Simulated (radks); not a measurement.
Neutral magnesium inside a hard spherical wall (all orbitals vanish at R), configuration held at [Ne] 3s2 and not refilled when levels cross. Method: scalar-relativistic Kohn-Sham, PBE, spin-polarised, spherical densities, point nucleus; computed with a radial shooting solver on a logarithmic mesh with Libxc functionals. Eigenvalues in eV for spin up, with the zero of energy where the potential of the charges vanishes at infinity; a dash marks a level that is unbound or too diffuse for the functional's potential to be trusted. A positive occupied level is held by the wall or, in an anion where self-interaction has pushed it up, behind a barrier. The pressure on the wall is -dE/dV.

R (bohr)  E (hartree)  kinetic (hartree)    e(1s)    e(2s)    e(2p)   e(3s)  e(3p, empty)  e(4s, empty)  pressure (GPa)
free       -200.27984            200.512  -1259.7  -79.845  -46.614  -4.705        -1.330             -               0
20         -200.27984            200.512  -1259.7  -79.845  -46.614  -4.705        -1.330             -        < 0.0001
15         -200.27983            200.512  -1259.7  -79.845  -46.613  -4.705        -1.325         0.256        < 0.0001
12         -200.27978            200.512  -1259.6  -79.838  -46.606  -4.700        -1.294         0.773        0.000982
10         -200.27933            200.517  -1259.6  -79.790  -46.558  -4.668        -1.190         1.710          0.0133
6          -200.24115            200.715  -1258.0  -78.278  -45.050  -3.428         0.928        11.339            2.66
3.5        -199.67543            202.441  -1250.3  -71.410  -38.221   7.238        14.852        57.985             139
3          -199.14650            203.842  -1246.1  -68.007  -34.813  15.800        24.838        88.756             389
2.5        -197.98981            206.843  -1238.5  -62.448  -29.115  33.268        43.824        144.77            1300
